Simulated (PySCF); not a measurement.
Polarisability and C₆ of Pb⁻ (lead, charge -1)

[Xe] 4f14 5d10 6s2 6p3, high-spin 4S determinant. Calculation: PySCF 2.14, in aug-cc-pVQZ-PP with ECP60MDF; a scalar-relativistic core potential. Coupled (time-dependent) response in atomic units; α is the mean over directions.

| method | mean α (bohr³) | C₆ (like pair) | S(−4) |
| --- | --- | --- | --- |
| MN15 | 200.3 | 3747 | 21860 |

S(−4) is the Cauchy moment in α(ω) = α(0) + S(−4) ω² + …

α(iu) at MN15:

```csv
u (hartree),α(iu) (bohr³)
0,200.3
0.0500,162.2
0.100,114.7
0.200,61.89
0.300,38.27
0.500,19.51
0.750,11.27
1.00,7.650
1.50,4.417
2.00,2.947
3.00,1.595
5.00,0.6739
```

A single London oscillator, α(iu) = α/(1 + u²/ω²), gives C₆ = (3/4) ω α². Matching the computed C₆ needs ω = 4 × 3747 / (3 × 200.3²) = 0.125 hartree.

For an ion, C₆ is the dispersion term alone; charge-induced terms of lower order in 1/R come first.

Energies and moments cover only the electrons outside the core potential. Spin-orbit coupling, which splits the p, d and f shells strongly at this Z, is absent. Spin-orbit coupling is strong in this species (close to jj coupling), so the high-spin LS determinant is a model state, not a physical level. The outer electron is barely bound at this level, so radii and moments hang on the diffuse functions.
